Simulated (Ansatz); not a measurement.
H3NOSi, SMILES `N[SiH]=O` (charge 0, multiplicity 1).

Cartesian coordinates (Å):
```xyz
6

N     -0.8747    -0.0874     0.0000
Si     0.7846     0.1408    -0.0141
O      1.5191     1.4363    -0.2915
H     -1.3038    -0.9774     0.1921
H     -1.5330     0.6524    -0.1829
H      1.4078    -1.1646     0.2964
```
Charge 0, spin multiplicity 1.

Frozen-core energies in 6-31g from Ansatz (a quantum-chemistry and plane-wave program) at a geometry from PBE0-D3(BJ)/def2-TZVP; the HF reference has <S^2> = 0.00 and the T1 diagnostic is 0.021.

| level | energy (Ha) | difference from CCSDTQ (mHa) |
|---|---|---|
| HF | -419.87295 | 322.01 |
| MP2 | -420.17705 | 17.91 |
| CCSD | -420.18420 | 10.75 |
| CCSD(T) | -420.19315 | 1.80 |
| CCSDT | -420.19369 | 1.27 |
| CCSDT(Q) | -420.19518 | -0.23 |
| CCSDTQ | -420.19496 | 0.00 |
